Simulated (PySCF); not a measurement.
H3OSi, SMILES [O][SiH3], multiplicity 2.

Geometry: B3LYP-D3(BJ)/def2-TZVP. The isomer is the one that the SMILES or the coordinates give; other isomers of the formula were not compared.

Calculation: TDA-CAM-B3LYP/def2-TZVPD (PySCF).

Vertical excitations. The molecule is in vacuum.

```
state    energy (eV)  λ (nm)      f                                                                       main pairs
-------  -----------  ------  -----  -------------------------------------------------------------------------------
root 1          0.40    3073  0.000                                             β HOMO→LUMO 83 %, β HOMO−3→LUMO 16 %
root 2          2.28     545  0.000                                                               β HOMO−2→LUMO 89 %
root 3          4.51     275  0.004                                             β HOMO−3→LUMO 83 %, β HOMO→LUMO 16 %
root 4          4.55     273  0.068                                                               β HOMO−1→LUMO 89 %
root 5          6.95     179  0.000                                             α HOMO→LUMO 15 %, β HOMO→LUMO+1 70 %
root 6          7.44     167  0.001                                             α HOMO→LUMO 71 %, β HOMO→LUMO+1 17 %
root 7          7.85     158  0.001                                         α HOMO−1→LUMO 73 %, β HOMO−1→LUMO+1 11 %
root 8          8.13     152  0.004     α HOMO→LUMO+1 8 %, α HOMO→LUMO+2 8 %, β HOMO→LUMO+2 44 %, β HOMO→LUMO+3 15 %
root 9          8.34     149  0.003                       α HOMO→LUMO+2 17 %, β HOMO→LUMO+3 41 %, β HOMO→LUMO+2 26 %
root 10         8.55     145  0.000  α HOMO→LUMO+3 15 %, β HOMO→LUMO+4 34 %, β HOMO−4→LUMO 22 %, β HOMO−1→LUMO+1 7 %
```
Unrestricted roots are not spin-pure.
